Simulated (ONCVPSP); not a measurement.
**Ranking ONCV potentials for niobium**

All share these settings but for the change named:

ONCVPSP 4.0.1 input, shortened (lines: element, Z, core and valence counts, functional; n l f; lmax; l rc ep ncon nbas qcut; lloc lpopt rc5 dvloc0; l nproj debl; icmod fcfact rcfact), LDA (Perdew-Wang 92), scalar-relativistic:

```
  Nb 41.00    6    4  -001012      upf
    1    0    2.00
    2    0    2.00
    2    1    6.00
    3    0    2.00
    3    1    6.00
    3    2   10.00
    4    0    2.00
    4    1    6.00
    4    2    4.00
    5    1    1.00
    2
    0    1.55    0.00    5    8    6.80
    1    1.80    0.00    4    8    9.60
    2    1.85    0.00    4    8    5.40
    4    5    1.20    0.00
    0    2    1.30
    1    2    0.70
    2    1    3.80
    3    4.75    1.45
```

In the s channel the program set the typed energies aside and used -2.194, 0.250 Ha.

Test errors are all-electron minus pseudo excitation energies from the reference, over 4s2 4p6 4d4 5s1 5p0; 4s2 4p6 4d4 5p0; 4s2 4p6 4d3 5p0; 4s1 4p6 4d4 5s1 5p0. None of these files shows a bound ghost.

The base gives 56.6 meV.

Of 7 variants that were run, those that failed, showed a ghost or another fault, or gave nearly equal values are left out.

A variant can come out equal or close to the base, since the largest error may sit in a test that the change hardly touches while other tests move.

Q: Rank these variants by their largest absolute test error, smallest first.
A. core correction none
B. local potential polynomial inside 1.30 bohr (lpopt 5, dvloc0 6 Ha)
C. all radii but the core radius scaled by about 1.15 (s 1.78, p 2.06, d 2.12 bohr); local potential polynomial inside 1.38 bohr (lpopt 5, dvloc0 0 Ha)

A: A (39.2 meV), B (59.3 meV), C (123.8 meV).
